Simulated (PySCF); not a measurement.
C9H11B.
Cartesian coordinates in Å at the PBE0-D3(BJ)/def2-SVP level; atoms count from 1:
```
atom  x, y, z in Å
C1     3.735    0.367    0.384
C2     2.872   -0.101   -0.522
C3     1.793   -1.101   -0.281
B4     0.294   -0.543   -0.230
C5     0.038    0.956   -0.045
C6    -1.155    1.629    0.045
C7    -2.485    1.123   -0.006
C8    -2.933   -0.166   -0.150
C9    -2.198   -1.377   -0.292
C10   -0.841   -1.571   -0.329
H11    3.731    0.008    1.419
H12    4.479    1.125    0.125
H13    2.928    0.303   -1.542
H14    1.836   -1.900   -1.045
H15    1.961   -1.616    0.685
H16    0.923    1.602    0.032
H17   -1.106    2.717    0.178
H18   -3.268    1.883    0.087
H19   -4.021   -0.286   -0.157
H20   -2.834   -2.267   -0.385
H21   -0.549   -2.624   -0.452
```

The closed-shell ground state was solved at several levels (PySCF, density fitting, gas phase, non-relativistic).

| level | basis functions | total energy (Eh) | HOMO (eV) | LUMO (eV) | gap (eV) | dipole (D) |
| --- | --- | --- | --- | --- | --- | --- |
| B3LYP/def2-SVPD | 288 | -374.1448 | -6.66 | -2.20 | 4.46 | 2.18 |
| wB97X-D/pcSseg-1 | 225 | -374.2033 | -8.69 | -0.32 | 8.37 | 2.16 |

Estimate the row for PBE0/pcSseg-1, a basis of 225 functions; the other rows only guide the guess.

Total energy -373.8744 Eh, HOMO -6.87 eV, LUMO -2.01 eV, gap 4.86 eV, dipole 2.20 D.

Over all these levels, which gives the widest orbital gap and which the narrowest?

wB97X-D/pcSseg-1 (range-separated hybrid) has the widest, 8.37 eV, and B3LYP/def2-SVPD (global hybrid, 20 % exact exchange) the narrowest, 4.46 eV. Functional and basis both differ between the two, so the spread mixes both effects.

How far do the dipole and the HOMO energy spread over the levels?

The dipole runs from 2.16 to 2.20 D (mean 2.18 D) and the HOMO from -8.69 to -6.66 eV.

One conformer stands for the species.

wB97X-D is run here without its empirical dispersion term; that term would change no orbital, density or response property at a fixed geometry.
